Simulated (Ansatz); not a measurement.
Consider the ligand exchange at a Ge–C bond: `C[CH](C)[GeH3]` + `N[SiH](F)F` → `F[SiH](F)[NH][GeH3]` + propane.

Computed with Ansatz on PBE0-D4/def2-TZVP structures; ΔE is electronic, products minus reactants. CBS: MP2 limit from def2 TZ/QZ plus the TZ coupled-cluster correction, frozen cores. This one scheme is used for every species. DFT in def2-TZVPP. B3LYP here is the variant with VWN-RPA as its local correlation; programs differ in this. For Ge outer-core shells are correlated without core-valence functions, which leaves a few kJ/mol of doubt a bond. Scalar relativity is left out up to krypton. One conformer a species, not always the lowest.

```csv
level,ΔE (kcal/mol),difference from CCSD(T)/CBS
PBE-D4,-6.2,0.5
r2SCAN-D4,-7.3,-0.6
PBE0-D4,-6.9,-0.2
B3LYP-D4,-8.0,-1.3
ωB97X-V,-8.0,-1.3
B2PLYP,-8.4,-1.7
r2SCAN,-7.4,-0.7
PBE0,-7.2,-0.5
HF/def2-TZVPP,-11.9,-5.2
MP2/def2-TZVPP,-7.0,-0.3
CCSD/def2-TZVPP,-8.0,-1.3
HF/def2-QZVPP,-12.2,-5.5
SCS-MP2/def2-QZVPP,-8.0,-1.3
HF/CBS(def2),-12.3,-5.6
MP2/CBS(def2),-6.2,0.5
CCSD/CBS(def2),-7.2,-0.5
CCSD(T)/CBS,-6.7,0
```

Largest T1 diagnostic among the species: 0.012.

In def2-TZVPP, CCSD(T) changes the Hartree–Fock value by +4.4 kcal/mol (the triples alone add +0.5 kcal/mol) and MP2 by +4.9 kcal/mol.
